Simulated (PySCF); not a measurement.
C₅H₉O₂ (SMILES [CH2]CCOC(C)=O), doublet, at a GFN2-xTB geometry, with bond 8-1 at 2.4 times its length. Base run: CASSCF(3,3)/STO-3G (PySCF).

PySCF was given this input:
```python
from pyscf import gto, scf, mcscf
import numpy

mol = gto.M(
    atom='''
C    -3.16175846    0.94903204    0.17126764
C    -1.78640740    0.89124895    0.69129082
C    -0.83239058    0.17819763   -0.25616800
O     0.47128473    0.17957635    0.32774365
C     1.39871868   -0.57588259   -0.26937366
C     2.72126390   -0.47688101    0.44504027
O     1.18675492   -1.23973205   -1.24905979
H    -5.00473915    2.08336499    1.56064991
H    -3.41281455    0.52335406   -0.77858277
H    -1.76294952    0.38404932    1.66686212
H    -1.40219965    1.90365300    0.88362343
H    -0.78844764    0.68697258   -1.22569133
H    -1.14486392   -0.85736406   -0.42982009
H     3.08111324   -1.47713445    0.67231864
H     2.61532964    0.10444658    1.35501685
H     3.44362564   -0.00269211   -0.21571696
''',
    basis='sto-3g',
    spin=1,
    verbose=4,
)

mf = scf.ROHF(mol)
mf.kernel()
mc = mcscf.CASSCF(mf, 3, 3)
mc.fix_spin_(ss=0.75)
mc.kernel()
occ = numpy.linalg.eigvalsh(mc.fcisolver.make_rdm1(mc.ci, mc.ncas, mc.nelecas))[::-1]
ss = mc.fcisolver.spin_square(mc.ci, mc.ncas, mc.nelecas)[0]
print('natural occupations', occ.round(4), ' <S^2>', round(ss, 4))
```

Each row names what was changed in the base input (with any setting that the change needs).

```
change                                            ΔE vs base (kcal/mol)                 natural occupations  <S^2> of the state        outcome
------------------------------------------------  ---------------------  ----------------------------------  ------------------  -------------
base                                                              0.000                      1.25 1.00 0.75                0.75      converged
active space = 7 electrons, 6 orbitals                           -27.72       2.00 1.90 1.25 1.00 0.75 0.10                0.75      converged
correction = SC-NEVPT2                                           -204.6                      1.25 1.00 0.75                0.75      converged
solver = newton                                                   0.000                      1.25 1.00 0.75                0.75      converged
orbitals = fixed (CASCI)                                          21.44                      1.26 1.00 0.74                0.75      converged
conv_tol = 1e-5                                                   0.000                      1.25 1.00 0.75                0.75      converged
active space = 9 electrons, 7 orbitals                           -28.40  2.00 2.00 1.90 1.25 1.00 0.75 0.10                0.75      converged
active space = 7 electrons, 5 orbitals                                -                                   -                   -  not converged
state_average = 2 states                                          0.352                                   -                   -      converged
orbitals = fixed (CASCI); correction = SC-NEVPT2                 -203.6                      1.26 1.00 0.74                0.75      converged
fix_spin_ = off                                                   0.000                      1.25 1.00 0.75                0.75      converged
```

Active orbitals are taken around the Fermi level unless the row says otherwise; CASSCF can end in different local minima, and two programs can end on different orbitals. State-averaged rows give the lowest state.

Open shells are given as the SCF converged; they aren't shown to be the lowest states, and a large step between rows can be another state.
